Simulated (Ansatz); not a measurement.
Coupled-cluster run, CH$_{5}$BrOSi, SMILES `OC([SiH3])Br`.

```yaml
crystal:
  periodic: [false, false, false]
  atoms:
    - {symbol: O, position_ang: [0.477270, 1.504784, -0.505193]}
    - {symbol: C, position_ang: [-0.411372, 0.500020, -0.210901]}
    - {symbol: Si, position_ang: [0.480831, -0.963044, 0.605171]}
    - {symbol: Br, position_ang: [-1.276139, -0.237515, -1.862046]}
    - {symbol: H, position_ang: [0.004525, 2.271364, -0.847393]}
    - {symbol: H, position_ang: [-1.279439, 0.844254, 0.356704]}
    - {symbol: H, position_ang: [1.501711, -1.481385, -0.333407]}
    - {symbol: H, position_ang: [-0.533036, -1.996693, 0.921325]}
    - {symbol: H, position_ang: [1.124150, -0.487983, 1.858838]}
basis:
  gaussian: {orbitals: def2-TZVPP}
correlation: {method: ccsd_t}
output: {orbitals: {seedname: orbitals}}
```

```sh
$ ansatz run in.yaml --threads 4 --pin off --events-out ev --progress --plain
```

The program prints (abridged):

```
Functional definition: HF
1350 factors; integrals over basis functions are off by at most 7.7e-4 eV
mean field evaluation 1: about -81006.6031 eV, gradient 3.0e1 eV
mean field evaluation 2: about -81006.8499 eV, gradient 3.1e1 eV
mean field evaluation 4: about -81009.1907 eV, gradient 3.7e0 eV
mean field evaluation 8: about -81009.2430 eV, gradient 2.1e-1 eV
mean field -81009.24328279 eV, -2977.0347806054 hartree, gradient 2.5e-6 eV, S^2 0.000000; 0 other end points of the search recorded, 0 dependent functions left out
16 core orbitals not correlated: weight in the atoms' cores, before any rotation towards them, 1.000 or more for the frozen orbitals, at most 0.000 for the correlated occupied ones
reference -81009.24328279 eV, -2977.0347806054 hartree; 18, 18 occupied and 188, 188 virtual orbitals, 1350 factors
second order -22.22871788 eV of doubles, -0.00000000 eV of singles
cycle   1  -22.49416307 eV  change   -2.7e-1 eV  update   1.0e-1
cycle   2  -23.07278657 eV  change   -5.8e-1 eV  update   3.0e-2
cycle   3  -23.18255630 eV  change   -1.1e-1 eV  update   1.5e-2
cycle   4  -23.16827735 eV  change    1.4e-2 eV  update   3.6e-3
cycle   5  -23.16761457 eV  change    6.6e-4 eV  update   1.8e-3
cycle   6  -23.16844105 eV  change   -8.3e-4 eV  update   5.6e-4
cycle   7  -23.16811789 eV  change    3.2e-4 eV  update   2.6e-4
cycle   8  -23.16808679 eV  change    3.1e-5 eV  update   9.5e-5
cycle   9  -23.16813539 eV  change   -4.9e-5 eV  update   3.7e-5
cycle  10  -23.16811649 eV  change    1.9e-5 eV  update   1.3e-5
perturbative correction -0.86530199 eV, -0.0317992618 hartree
Total energy: -81033.27670128 eV, -2977.9179924443 hartree
```

Run time 2.7 min (4 threads of a server CPU on a shared host); peak host memory 3.5 GiB.

The correlation energy is -24.033 eV, 3.6 % of it from (T); the T1 diagnostic reads 0.0104.
